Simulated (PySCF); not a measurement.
Si(Cl)(H)2(NCO) (CH2ClNOSi), SMILES O=C=N[SiH2]Cl.

The structure is a stationary point at PBE0-D3(BJ)/def2-SVP. Other conformers were not sampled.

Method: PBE0-D3(BJ)/def2-SVP in PySCF 2.14.0.

Frequencies are harmonic and unscaled.

Computed vibrational spectrum:
```json
[
 {"mode": "1", "ν (cm⁻¹)": "48", "IR (km/mol)": "0.1", "moving atoms (share of kinetic energy)": "O 36 %, Cl 29 %, N 25 %"},
 {"mode": "2", "ν (cm⁻¹)": "71", "IR (km/mol)": "1.2", "moving atoms (share of kinetic energy)": "N 61 %, O 18 %, H 14 %"},
 {"mode": "3", "ν (cm⁻¹)": "247", "IR (km/mol)": "8.5", "moving atoms (share of kinetic energy)": "N 50 %, Cl 25 %, Si 13 %"},
 {"mode": "4", "ν (cm⁻¹)": "550", "IR (km/mol)": "64.4", "moving atoms (share of kinetic energy)": "Si 48 %, Cl 39 %"},
 {"mode": "5", "ν (cm⁻¹)": "620", "IR (km/mol)": "0.1", "moving atoms (share of kinetic energy)": "C 54 %, H 25 %, O 11 %"},
 {"mode": "6", "ν (cm⁻¹)": "626", "IR (km/mol)": "51.6", "moving atoms (share of kinetic energy)": "C 46 %, Si 24 %, O 18 %"},
 {"mode": "7", "ν (cm⁻¹)": "631", "IR (km/mol)": "91.8", "moving atoms (share of kinetic energy)": "H 54 %, C 19 %, N 11 %, Si 11 %"},
 {"mode": "8", "ν (cm⁻¹)": "643", "IR (km/mol)": "109.4", "moving atoms (share of kinetic energy)": "C 34 %, Si 29 %, O 18 %, N 11 %"},
 {"mode": "9", "ν (cm⁻¹)": "733", "IR (km/mol)": "13.0", "moving atoms (share of kinetic energy)": "H 95 %"},
 {"mode": "10", "ν (cm⁻¹)": "902", "IR (km/mol)": "363.3", "moving atoms (share of kinetic energy)": "H 89 %, Si 10 %"},
 {"mode": "11", "ν (cm⁻¹)": "957", "IR (km/mol)": "142.2", "moving atoms (share of kinetic energy)": "H 95 %"},
 {"mode": "12", "ν (cm⁻¹)": "1557", "IR (km/mol)": "49.4", "moving atoms (share of kinetic energy)": "N 57 %, O 39 %"},
 {"mode": "13", "ν (cm⁻¹)": "2285", "IR (km/mol)": "113.4", "moving atoms (share of kinetic energy)": "H 98 %"},
 {"mode": "14", "ν (cm⁻¹)": "2291", "IR (km/mol)": "108.8", "moving atoms (share of kinetic energy)": "H 95 %"},
 {"mode": "15", "ν (cm⁻¹)": "2491", "IR (km/mol)": "1566.9", "moving atoms (share of kinetic energy)": "C 70 %, N 18 %, O 12 %"}
]
```
